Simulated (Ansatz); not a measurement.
Consider the redistribution: `[F][Ti]([F])([F])[Cl]` + `CB(O)[SeH]` → `[F][Ti]([F])([Cl])[SeH]` + `CB(O)F`.

Calculated with Ansatz (gas phase, PBE0-D4/def2-TZVP geometries, no zero-point term in ΔE). CCSD(T)/CBS is the MP2 limit (def2-TZVPP, def2-QZVPP) plus CCSD(T) − MP2 in def2-TZVPP, frozen cores. Functionals use def2-TZVPP. B3LYP here is the variant with VWN-RPA as its local correlation; programs differ in this. HSE06 is defined as in plane-wave codes. For Se, Ti outer-core shells are correlated without core-valence functions, which leaves a few kJ/mol of doubt a bond. Scalar relativity is left out up to krypton. One conformer a species, not always the lowest.

```tsv
level	ΔE (kcal/mol)	difference from CCSD(T)/CBS
LDA (SPW92)	-5.5	1.5
PBE-D4	-4.2	2.8
revPBE-D4	-3.0	4.0
BLYP-D4	-5.4	1.6
r2SCAN-D4	-5.3	1.7
B97M-V	-5.6	1.4
PBE0-D4	-5.3	1.7
r2SCAN0-D4	-6.2	0.8
HSE06-D4	-5.5	1.5
BHLYP-D4	-7.4	-0.4
CAM-B3LYP-D4	-5.3	1.7
ωB97X-V	-3.0	4.0
ωB97M-V	-4.9	2.1
B2PLYP	-7.6	-0.6
PBE-QIDH	-6.8	0.2
PBE	-4.3	2.7
revPBE	-3.8	3.2
BLYP	-5.7	1.3
r2SCAN	-5.3	1.7
PBE0	-5.3	1.7
B3LYP	-6.5	0.5
r2SCANh	-5.7	1.3
r2SCAN0	-6.2	0.8
HSE06	-5.4	1.6
CAM-B3LYP	-5.2	1.8
LC-ωPBE	-1.9	5.1
RPA@PBE/def2-TZVPP	-6.2	0.8
HF/def2-SVP	-7.8	-0.8
MP2/def2-SVP	-6.3	0.7
CCSD(T)/def2-SVP	-6.5	0.5
HF/def2-TZVPP	-6.3	0.7
MP2/def2-TZVPP	-7.4	-0.4
SCS-MP2/def2-TZVPP	-6.6	0.4
CCSD(T)/def2-TZVPP	-6.3	0.7
HF/def2-QZVPP	-6.1	0.9
MP2/def2-QZVPP	-7.8	-0.8
SCS-MP2/def2-QZVPP	-6.9	0.1
HF/CBS(def2)	-6.1	0.9
MP2/CBS(def2)	-8.1	-1.1
CCSD/CBS(def2)	-5.8	1.2
CCSD(T)/CBS	-7.0	0
```

Largest T1 diagnostic among the species: 0.024, so the coupled-cluster value is less sure than usual.

From BLYP to BHLYP (50 % exact exchange), in def2-TZVPP and without D4, ΔE moves by −1.4 kcal/mol. Leaving LDA and LC-ωPBE aside and taking each functional with its dispersion term where it has one, the values spread over 4.6 kcal/mol, from B2PLYP to revPBE-D4. LDA lies −1.3 kcal/mol from PBE without D4.
